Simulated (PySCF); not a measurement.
What binds AuO: the parts of the energy along the bond

State: ²Π, doublet, unpaired electrons π ↑. ROHF-based CCSD(T) in PySCF 2.14 with Au aug-cc-pVDZ-PP with ECP60, O aug-cc-pVDZ and Au aug-cc-pVTZ-PP with ECP60, O aug-cc-pVTZ (frozen core orbitals: 5; scalar-relativistic core potentials). Correlation energies are extrapolated as n⁻³ (n = 2, 3), Hartree–Fock as (n+1)·exp(−9√n). All energies in eV from Au (5d10 6s1) + O.

| R (Å) | HF/CBS | CCSD corr. | (T) | total |
| --- | --- | --- | --- | --- |
| 1.6732 | 1.285 | -2.322 | -0.3266 | -1.363 |
| 1.7493 | 0.642 | -2.121 | -0.3127 | -1.792 |
| 1.8253 | 0.265 | -1.954 | -0.2978 | -1.986 |
| 1.9014 | 0.078 | -1.821 | -0.2849 | -2.028 |
| 1.9774 | 0.024 | -1.720 | -0.2761 | -1.972 |
| 2.0725 | 0.086 | -1.633 | -0.2723 | -1.818 |
| 2.1676 | 0.241 | -1.579 | -0.2770 | -1.615 |

A fit to the total gives Re = 1.8904 Å, De = 2.029 eV, ωe = 572.8 cm⁻¹, Be = 0.3189 cm⁻¹ (masses 196.9666 and 15.9949 u).

**Question.** At R = 1.9014 Å the CCSD correlation energy is -0.496823 hartree in the smaller basis and -0.596017 in the larger. Extrapolate it.

**Answer.** (3³·E3 − 2³·E2)/(3³ − 2³) = -0.63778 hartree; the larger basis holds 93.5 % of it.

The T1 diagnostic is 0.049, large enough to doubt a single reference. The state was picked by a PBE0 search and need not be the measured ground state. Spin–orbit coupling, excitations beyond (T) and corrections to the Born–Oppenheimer picture are left out, and spin–orbit coupling matters for open p, d or f shells this heavy.
